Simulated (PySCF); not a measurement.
## A search over the determinants of BeC⁺

Unrestricted PBE0; Be aug-cc-pVDZ, C aug-cc-pVDZ; no relativity (PySCF 2.14). Outer shells of the fragments: Be+ 2s1; C 2s2 2p2.

Followed along the bond (rough minima from three points):

```
2Ms+1   unpaired  ⟨S²⟩ at the start  R at minimum (Å)  Te (eV)
    4  σ ↑, π ↑↑               3.75              1.58     0.00
    2        π ↑               0.86              1.85     0.78
    2  σ ↑, π ↑↓               1.76              1.58     0.92
    2  σ ↓, π ↑↑               1.76              1.58     1.12
```

Solutions found at the starting distance of 1.770 Å, counted from the lowest of them; the search is not exhaustive and high or unbound solutions are not listed, so other states can lie among these:

```json
{"2Ms+1": "4", "unpaired": "σ ↑, π ↑↑", "term": "⁴Σ⁻", "E (eV)": "0.00", "⟨S²⟩": "3.75", "⟨Lz²⟩": "0.00", "μ (D)": "-6.01"}
{"2Ms+1": "2", "unpaired": "π ↑", "term": "²Π", "E (eV)": "0.49", "⟨S²⟩": "0.86", "⟨Lz²⟩": "1.00", "μ (D)": "-5.18"}
{"2Ms+1": "2", "unpaired": "σ ↑, π ↑↓", "term": "mixed", "E (eV)": "0.91", "⟨S²⟩": "1.76", "⟨Lz²⟩": "2.01", "μ (D)": "-6.00"}
{"2Ms+1": "2", "unpaired": "σ ↓, π ↑↑", "term": "mixed", "E (eV)": "1.09", "⟨S²⟩": "1.76", "⟨Lz²⟩": "0.00", "μ (D)": "-6.18"}
{"2Ms+1": "4", "unpaired": "σ ↑↑, π ↑", "term": "⁴Π", "E (eV)": "1.83", "⟨S²⟩": "3.75", "⟨Lz²⟩": "1.00", "μ (D)": "0.38"}
{"2Ms+1": "2", "unpaired": "σ ↑", "term": "mixed", "E (eV)": "2.04", "⟨S²⟩": "0.76", "⟨Lz²⟩": "2.00", "μ (D)": "-5.70"}
```

A term symbol is given only where ⟨S²⟩ and ⟨Lz²⟩ are close to those of a pure state; real π, δ and φ orbitals otherwise mix terms. A positive dipole points towards C; it is taken about the centre of mass and depends on that origin.

Question: Compare the gap between the two lowest followed solutions at the starting distance with the gap between their minima.

Answer: At PBE0 the second solution (doublet, unpaired electrons π ↑) lies +0.49 eV from the first (quartet, unpaired electrons σ ↑, π ↑↑) at 1.770 Å and +0.78 eV at the minima; the two curves relax by different amounts, since their minima lie near 1.85 and 1.58 Å.

Counting both spins, an empty level lies below a filled one in some of these solutions, because spin and occupation are held.
